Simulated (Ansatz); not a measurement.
Input for Ansatz (a program for electronic structure): U-PBE/def2-TZVPP on BrHZn (SMILES [ZnH][Br]), a point of a bond scan (R = 7.225 Å).

Ansatz 0.2 input:
```yaml
crystal:
  periodic: [false, false, false]
  atoms:
    - {symbol: Zn, position_ang: [-0.00000000, -0.00000000, -1.17426818]}
    - {symbol: H, position_ang: [-0.00000000, -0.00000000, -2.69787527]}
    - {symbol: Br, position_ang: [0.00000000, 0.00000000, 6.05090273]}
basis:
  gaussian:
    orbitals: def2-TZVPP
hamiltonian:
  xc: {name: PBE}
magnetization: {spin_polarized: true, initial_magnetization: 0}
```

The log:

```
WARN ansatz: RAYON_NUM_THREADS=1 ignored (pool sized by the plan → 1); use --threads N
Functional definition: PBE
integrals: 0.04 GiB planned
934 factors; their error is unknown
mean field: 0.35 GiB planned
mean field evaluation 1: about -118453.9208 eV, gradient 4.2e1 eV
mean field evaluation 2: about -118211.5903 eV, gradient 1.3e2 eV
mean field evaluation 4: about -118445.6267 eV, gradient 2.8e1 eV
mean field evaluation 8: about -118446.9252 eV, gradient 2.1e1 eV
mean field evaluation 16: about -118461.6383 eV, gradient 1.4e-1 eV
mean field evaluation 32: about -118461.9971 eV, gradient 2.5e-1 eV
mean field evaluation 64: about -118462.0003 eV, gradient 5.2e-5 eV
mean field evaluation 96: about -118461.4646 eV, gradient 5.0e0 eV
mean field evaluation 128: about -118448.5033 eV, gradient 2.0e1 eV
mean field evaluation 160: about -118452.0275 eV, gradient 3.6e-2 eV
mean field evaluation 192: about -118462.0003 eV, gradient 3.0e-3 eV
mean field evaluation 224: about -118461.5840 eV, gradient 5.2e0 eV
mean field evaluation 256: about -118461.9995 eV, gradient 6.8e-2 eV
mean field -118462.00025353 eV, -4353.3982128896 hartree, gradient 8.7e-6 eV, S^2 0.734166; 20 other end points of the search recorded, 0 dependent functions left out
reference -118462.00030467 eV, -4353.3982147688 hartree; 33, 33 occupied and 93, 93 virtual orbitals, 934 factors
Total energy: -118462.00030467 eV, -4353.3982147688 hartree
```

The calculation finished and met its thresholds. Its determinant has ⟨S²⟩ = 0.73, a mixture of spin states.

Cost: about 60 core-seconds (a rough figure).
